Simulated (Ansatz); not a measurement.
`B[SeH]` + `CC[TeH]` → `CC([SeH])[TeH]` + BH₃ at 700 K and 1 bar (formal exchange of groups at the Se–B bond).

Isolated molecules relaxed with PBE0-D4/def2-TZVP in Ansatz; ΔE leaves out vibrations. CBS: MP2 limit from def2 TZ/QZ plus the TZ coupled-cluster correction, frozen cores. This one scheme is used for every species. Elements past krypton have def2 core potentials. For Se, Te outer-core shells are correlated without core-valence functions, which leaves a few kJ/mol of doubt a bond. Scalar relativity is left out up to krypton. Each species was taken in one conformer, which may not be the lowest.

```csv
species,CCSD(T)/CBS energy (Eh),H − E (kJ/mol),S (J/(mol·K))
`B[SeH]`,-2427.30556,113.4,312.4
`CC[TeH]`,-347.43450,246.7,397.8
`CC([SeH])[TeH]`,-2748.13456,257.1,469.6
BH₃,-26.55200,96.5,225.0
```

H − E and S are ideal-gas, rigid-rotor, harmonic terms from PBE0-D4/def2-TZVP, for one conformer and one mirror image of each species. 1 Eh = 2625.50 kJ/mol, R = 8.31446 J/(mol·K).

Problem. By hand: ΔE, ΔH, ΔS and ΔG.

Solution. ΔE = (-2748.13456) + (-26.55200) − (-2427.30556) − (-347.43450) = 0.05350 Eh = 140.5 kJ/mol. Δ(H − E) = 257.1 + 96.5 − 113.4 − 246.7 = -6.5, so ΔH = 134.0 kJ/mol. ΔS = 469.6 + 225.0 − 312.4 − 397.8 = -15.6 J/(mol·K). ΔG = 134.0 − 700 × (-15.6)/1000 = 144.9 kJ/mol.

Problem. By hand: the equilibrium constant, and the temperature at which ΔG would vanish if ΔH and ΔS stayed fixed.

Solution. log₁₀ K = −ΔG/(RT ln 10) = -10.8. ΔH and −TΔS have one sign here, so there is no such temperature.

ΔH outweighs TΔS. A doubt of 5 kJ/mol in ΔE shifts log₁₀ K by 0.4 here. Other conformers and mirror images would add mixing entropy, several J/(mol·K) or more a flexible species. These are equilibria of isolated gas molecules and say nothing of rates. Largest T1 diagnostic: 0.013 (customary marks: 0.02 for closed shells, 0.045 for open ones).
